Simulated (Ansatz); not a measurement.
The same ligand exchange along the group B, Al, Ga, In.

Calculated with Ansatz (gas phase, PBE0-D4/def2-TZVP geometries, no zero-point term in ΔE). CCSD(T)/CBS adds triple-zeta CCSD(T) − MP2 to the extrapolated MP2 energy (def2 sets, frozen cores). This one scheme is used for every species. Elements past krypton have def2 core potentials. For Ga, In outer-core shells are correlated without core-valence functions, which leaves a few kJ/mol of doubt a bond. Scalar relativity is left out up to krypton. Each species was taken in one conformer, which may not be the lowest.

(1) Order these by ΔE at CCSD(T)/CBS, lowest first. (Best estimate.)
A. `[F][Al]([F])[SiH3]` + `O[SiH3]` → `[F][Al]([F])[O][SiH3]` + SiH₄
B. `[F][In]([F])[SiH3]` + `O[SiH3]` → `[F][In]([F])[O][SiH3]` + SiH₄
C. `FB(F)[SiH3]` + `O[SiH3]` → `FB(F)O[SiH3]` + SiH₄
D. `[F][Ga]([F])[SiH3]` + `O[SiH3]` → `[F][Ga]([F])[O][SiH3]` + SiH₄

Largest T1 diagnostic: 0.017, for `[F][In]([F])[O][SiH3]`.

## Answers

(1) C (-154.0 kJ/mol), A (-143.8 kJ/mol), D (-22.6 kJ/mol), B (+27.7 kJ/mol).
